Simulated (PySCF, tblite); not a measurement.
Isomers of C4H6O2SSi, one GFN2-xTB conformer each. Single-point energies are computed at PBE0/pcSseg-1 (PySCF, gas phase, no added dispersion term), electronic only.

Question: Rank them by PBE0/pcSseg-1 energy, lowest first (kcal/mol).
A. `[O:1]=[CH:2][O:3]/[CH:4]=[C:5]1\[SiH2:6][CH2:7][S:8]1` with O1–C2–O3–C4 0°, C2–O3–C4–C5 0°
B. `[CH2:1]=[CH:2][C@@H:3]1[O:4][SiH2:5][O:6][C:7]1=[S:8]` with C1–C2–C3–O4 3°
C. `[CH:1]#[C:2][Si@@H:3]([O:4][CH:5]=[O:6])[S:7][CH3:8]` with C2–Si3–O4–C5 -67°, Si3–O4–C5–O6 -1°, C2–Si3–S7–C8 58°

Answer: B (0.0), C (9.2), A (34.5).

As drawn, the lowest has an Si–O bond and a C=S bond, which the highest lacks; the highest has a four-membered ring, a C=O bond and a C(=O)–O unit, which the lowest lacks. GFN2-xTB itself gives, in the same order: 0.0, 48.2, 64.8. Both levels put the same isomer lowest; measured from each level's own lowest isomer, the values differ by up to 39.0 kcal/mol (C#C[Si@@H](OC=O)SC: 48.2 against 9.2).

Q: Which frontier levels, dipoles and rotational constants go with these structures?

A: 
```
                SMILES  HOMO (eV, PBE0/pcSseg-1)  LUMO (eV)  dipole (D)      A, B, C (MHz)
C=C[C@@H]1O[SiH2]OC1=S                     -6.62      -1.53        3.45  1906, 1453, 920.9
    C#C[Si@@H](OC=O)SC                     -7.18      -0.85        1.99  2172, 1001, 743.1
   O=CO/C=C1\[SiH2]CS1                     -6.07      -1.21        1.79  2832, 1159, 835.7
```

Q: What happens when harmonic zero-point energies from GFN2-xTB frequencies are added?

A: 
```json
{"SMILES": "C=C[C@@H]1O[SiH2]OC1=S", "ZPE (kcal/mol)": "57.3", "electronic (kcal/mol)": "0.0", "with ZPE (kcal/mol)": "0.0"}
{"SMILES": "C#C[Si@@H](OC=O)SC", "ZPE (kcal/mol)": "55.9", "electronic (kcal/mol)": "9.2", "with ZPE (kcal/mol)": "7.8"}
{"SMILES": "O=CO/C=C1\\[SiH2]CS1", "ZPE (kcal/mol)": "56.2", "electronic (kcal/mol)": "34.5", "with ZPE (kcal/mol)": "33.5"}
```

The zero-point energies span 1.4 kcal/mol. The order is unchanged.
